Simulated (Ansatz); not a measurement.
Pb2O4. Total charge 0; singlet. Geometry PBE-D4/def2-SVP; atoms count from 1.

Cartesian coordinates in Å:
```
Pb -1.609 -1.117 -0.682
Pb -0.057 2.066 0.177
O -1.776 1.004 -0.510
O 1.448 0.507 0.551
O 1.560 -0.888 0.471
O 0.434 -1.571 -0.007
```

In the def2 sets Pb takes a core potential; there is no spin–orbit coupling. The structure holds 2 bonds between oxygen atoms, so isomers without such links may lie far lower. Another isomer (triplet) lies 1.27 eV lower at PBE0-D4/def2-TZVP; other spin states weren't run for this one.

(1) Estimate the Mulliken populations from the PBE0/def2-TZVP orbitals of Ansatz.

(2) And the Mayer bond orders between bonded heavy atoms (over 0.3)?

Results:

(1) 
```
atom  charge (e)
 Pb1        0.84
 Pb2        0.84
  O3       -0.79
  O4       -0.45
  O5        0.01
  O6       -0.45
```
Mulliken values and Mayer orders depend strongly on the basis.

(2) Pb1–O3 0.88 (2.13 Å); Pb1–O6 0.78 (2.20 Å); Pb2–O3 0.88 (2.13 Å); Pb2–O4 0.78 (2.20 Å); O4–O5 0.87 (1.40 Å); O5–O6 0.87 (1.40 Å).
